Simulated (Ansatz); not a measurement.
```yaml
atoms:
  - { symbol: Cr, position_ang: [0.0000, 0.0000, 0.0000] }
  - { symbol: V, position_ang: [0.0000, 0.0000, 2.5600] }
```

Basis set: pcseg-2 (spherical functions). Charge 0, multiplicity 10.

Computed with Ansatz (development build ahead of 0.2.0); each method stands on the lowest determinant of its kind that the runs found.

(1) Give the atomization energy at this shape (free ground-state atoms in the same class of orbitals less the molecule, no zero-point energy) of decet CrV by PBE (unrestricted), UHF.

Answers

(1)

```json
{"method": "PBE (unrestricted)", "atomization energy": "1.31 eV"}
{"method": "UHF", "atomization energy": "-0.66 eV"}
```

Caution: another spin multiplicity may lie lower. Caution for PBE (unrestricted): a free atom is spin contaminated.

The shape needn't be a minimum at these levels.
